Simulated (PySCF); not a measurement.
Compound: C3F6O.
Numbering: `[O:1]=[C:2]([C:3]([F:4])([F:5])[F:6])[C:7]([F:8])([F:9])[F:10]`

The geometry is computed with GFN2-xTB (gas phase).

Q: Give the optimised bond lengths and angles.

A: 
```json
{"bond": "O1=C2", "length (pm)": "118.5"}
{"bond": "C2–C3, C2–C7", "length (pm)": "156.0"}
{"bond": "C3–F4 and 5 like bonds", "length (pm)": "133.1"}
```

Bonds in one row agree within 1 pm and their mean is given. A selection of angles:
```json
{"angle": "O1–C2–C3", "degrees": "123.5"}
{"angle": "C3–C2–C7", "degrees": "113.0"}
{"angle": "C2–C3–F4", "degrees": "110.8"}
{"angle": "C2–C3–F5", "degrees": "109.9"}
{"angle": "F4–C3–F5", "degrees": "108.2"}
```

Torsions: O1–C2–C3–F4 -19° (synperiplanar); O1–C2–C7–F8 100° (anticlinal). The mirror-image conformer, all signs reversed, is as good.

Of the pairs four or more bonds apart, F5···F10 is among the closest relative to their van der Waals radii: 2.85 Å, 97 % of the sum of Bondi's values.

Point group: C2 (every atom within 0.08 Å of its image). Not checked by GFN2-xTB frequencies.
